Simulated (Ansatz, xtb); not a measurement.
Two structures of H7NSiSn

Structure X is a singlet given by its coordinates and structure Y is a singlet given by its coordinates. Both are isolated molecules in the gas phase, relaxed with B3LYP-D3(BJ)/def2-SVP.

X (Å):

```yaml
atoms:
  - { symbol: N, position_ang: [0.2184, 0.1455, 1.6256] }
  - { symbol: Si, position_ang: [1.6785, 0.5127, 0.6393] }
  - { symbol: Sn, position_ang: [-1.8526, 0.2730, 0.3055] }
  - { symbol: H, position_ang: [-1.4574, -1.4262, -0.1296] }
  - { symbol: H, position_ang: [0.1068, 0.7638, 2.4314] }
  - { symbol: H, position_ang: [2.9018, 0.3742, 1.4884] }
  - { symbol: H, position_ang: [-0.7748, 0.8799, -1.0010] }
  - { symbol: H, position_ang: [1.5543, 1.9183, 0.1878] }
  - { symbol: H, position_ang: [0.2069, -0.8127, 1.9818] }
  - { symbol: H, position_ang: [1.7234, -0.4671, -0.4684] }
```

Close contacts (Å): N1–Si2 1.80, N1–Sn3 2.46, N1–H5 1.02, N1–H9 1.02, Si2–H6 1.50, Si2–H8 1.48, Si2–H10 1.48, Sn3–H4 1.80, Sn3–H7 1.80.

Y (Å):

```xyz
10

N    -2.0178    0.8415    0.9724
Si    1.3051    1.3283    1.6868
Sn   -0.3322    2.0620   -0.3186
H    -2.4748    1.4171    1.6819
H    -2.7451    0.4543    0.3688
H    -1.5568    0.0645    1.4510
H    -0.0282    0.4548   -1.0612
H     2.6971    0.9763    1.2555
H     1.4502    2.3436    2.7835
H     0.7554    0.0978    2.3701
```

Close contacts (Å): N1–Sn3 2.45, Si2–Sn3 2.69, N1–H4 1.02, N1–H5 1.02, N1–H6 1.02, Si2–H8 1.50, Si2–H9 1.50, Si2–H10 1.51, Sn3–H7 1.80.

Problem. Which of the two would you expect CCSD(T)/def2-TZVP electronic energies to favour?

Solution. Too close to call at this level: CCSD(T)/def2-TZVP gives E(Y) − E(X) = +0.019 eV.

Level by level:

| level | geometry | E(Y) − E(X) (eV) | departure from the last row (eV) | job, with rough time for the two |
| --- | --- | --- | --- | --- |
| GFN2-xTB | GFN2-xTB | +0.804 | +0.785 | optimisation, 0.35 s |
| HF/STO-3G | GFN2-xTB | −0.133 | −0.152 | single point, 1.3 s |
| r2SCAN-D4/def2-SVP | GFN2-xTB | −0.137 | −0.156 | single point, 3.6 s |
| B3LYP-D3(BJ)/def2-SVP | B3LYP-D3(BJ)/def2-SVP | −0.064 | −0.083 | optimisation, 2.1 min |
| HF/def2-TZVP | B3LYP-D3(BJ)/def2-SVP | +0.151 | +0.132 | part of the CCSD(T) run |
| MP2/def2-TZVP | B3LYP-D3(BJ)/def2-SVP | +0.042 | +0.023 | part of the CCSD(T) run |
| CCSD(T)/def2-TZVP | B3LYP-D3(BJ)/def2-SVP | +0.019 |  | single point, 98 s |

The largest departure from CCSD(T)/def2-TZVP is that of GFN2-xTB, 0.785 eV.

With harmonic frequencies from B3LYP-D3(BJ)/def2-SVP (ideal gas, rigid rotor, one conformer each, 298.15 K, 1 atm): on the last row, ΔE + ΔZPE = +0.096, ΔH = +0.121, ΔG = +0.066 eV.

The correlated steps freeze 10 core orbitals; the filled d shell of Sn is correlated, in a basis made for valence electrons. Atoms past krypton carry core potentials in the def2 sets, other sets are all-electron and non-relativistic, and no spin–orbit term is included. Programs: Ansatz 0.2.0, xtb 6.7.1; the last row on 2 threads of Intel(R) Xeon(R) Platinum 8375C CPU @ 2.90GHz (Ice Lake) on a shared host.
